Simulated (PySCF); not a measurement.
oxalic acid (C2H2O4), SMILES O=C(O)C(=O)O. Atoms are numbered in the order given.

```xyz
8

O     -0.9603    -1.4620     0.0000
C      0.1590    -0.7506     0.0000
O      1.2676    -1.2020     0.0000
C     -0.1590     0.7506     0.0000
O      0.9603     1.4620     0.0000
O     -1.2676     1.2020     0.0000
H     -0.6986    -2.3959     0.0000
H      0.6986     2.3959     0.0000
```

Coordinates come from a PBE0-D3(BJ)/def2-SVP optimisation. The values are those of a single conformer.

Method: PBE0-D3(BJ)/def2-SVP run with PySCF 2.14.0.

No scaling factor is applied to the harmonic values.

```csv
mode,ν (cm⁻¹),IR (km/mol),moving atoms (share of kinetic energy)
1,44,4.2,O 98 %
2,265,5.9,O 89 %
3,424,14.4,"C 54 %, H 33 %, O 13 %"
4,439,0.0,O 90 %
5,544,0.0,"O 79 %, C 20 %"
6,645,0.0,H 90 %
7,656,143.9,"O 55 %, H 23 %, C 22 %"
8,698,266.2,"H 63 %, C 19 %, O 18 %"
9,821,0.0,"O 55 %, H 23 %, C 22 %"
10,850,0.0,"C 87 %, O 12 %"
11,1193,454.7,"O 54 %, H 34 %, C 11 %"
12,1233,0.0,"H 57 %, O 39 %"
13,1358,81.9,"C 47 %, H 38 %, O 16 %"
14,1475,0.0,"C 77 %, O 12 %, H 11 %"
15,1911,587.5,"C 61 %, O 38 %"
16,1926,0.0,"C 66 %, O 32 %"
17,3810,0.4,H 94 %
18,3810,215.3,H 94 %
```
